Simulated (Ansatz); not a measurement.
This geometry of BCl2H + CH4 (9 atoms, charge 0, multiplicity 1) is a first-order saddle point.

All numbers below come from RKS PBE-D4/def2-SVP in Ansatz.

```xyz
9
Properties=species:S:1:pos:R:3
B -0.802 0.025 -0.152
H -1.249 -0.689 0.859
Cl -1.203 -0.906 -1.653
Cl -1.451 1.699 0.077
H -0.153 -0.545 0.799
C 0.941 0.052 0.056
H 1.325 0.607 0.935
H 1.470 -0.912 -0.074
H 1.123 0.669 -0.846
```

Which two structures does it join? (They come from a converged band through this point; their orientation in space is the band's.)

Bonds broken: B1–H2, H5–C6. Bonds formed: B1–C6, H2–H5. BCl2H + CH4 becomes CH3BCl2 + H2.

Initial state:

```xyz
9
Properties=species:S:1:pos:R:3
B -1.922 -0.034 -0.294
H -2.125 -0.610 0.749
Cl -1.551 -0.952 -1.736
Cl -2.024 1.713 -0.357
H 0.739 -0.369 1.025
C 1.525 -0.023 0.326
H 2.395 0.336 0.909
H 1.833 -0.863 -0.326
H 1.131 0.803 -0.296
```

Final state:

```xyz
9
Properties=species:S:1:pos:R:3
B -0.480 0.485 -0.678
H -1.213 -1.554 1.492
Cl -1.373 -0.772 -1.543
Cl -1.352 1.965 -0.269
H -0.900 -1.327 2.156
C 1.033 0.315 -0.332
H 1.314 0.843 0.601
H 1.347 -0.744 -0.277
H 1.624 0.789 -1.149
```

How far does it lie above each of them?

1.35 eV above the first and 1.24 eV above the second. This is the barrier of this one path; another mechanism may lie lower. The orbitals stay closed-shell, which can raise the energy where a bond breaks towards radicals; this wasn't checked here.

The run took 5.9 min on 2 threads of Arm Neoverse V1, on a shared host, peak memory 0.13 GiB.
